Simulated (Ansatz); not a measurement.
Program: Ansatz 0.2.0.

A structure relaxed at PBE0-D4/def2-TZVP, charge 0, multiplicity 1:

```tsv
atom	x (Å)	y (Å)	z (Å)
N1	-1.414	0.792	0.305
C2	-0.288	0.043	-0.151
O3	-0.196	-1.173	0.729
Si4	-0.497	-0.611	-1.927
C5	1.060	0.709	0.098
Ga6	1.351	-0.182	1.884
H7	-2.038	1.111	-0.419
H8	-1.163	1.559	0.916
H9	-1.080	-1.294	1.100
H10	0.647	-1.499	-2.241
H11	-0.515	0.550	-2.858
H12	-1.779	-1.356	-2.065
H13	0.986	1.794	0.033
H14	1.825	0.376	-0.608
H15	2.519	-1.214	2.069
H16	0.581	0.395	3.136
```

(1) Give its formula and SMILES.

(2) Point group (tolerance 0.08 Å, 0.16 Å for H)?

(3) Summarise the bond lengths by kind.

Answers

(1) C2H10GaNOSi, `NC(O)([SiH3])[CH2][GaH2]`.

(2) C1.

(3) 1 × C–N 1.427 Å; 2 × H–N 1.008 to 1.012 Å; 1 × C–O 1.504 Å; 1 × C–Si 1.904 Å; 1 × C–C 1.525 Å; 1 × H–O 0.966 Å; 3 × H–Si 1.482 to 1.489 Å; 1 × C–Ga 2.017 Å; 2 × C–H 1.090 to 1.093 Å; 2 × Ga–H 1.570 to 1.579 Å.
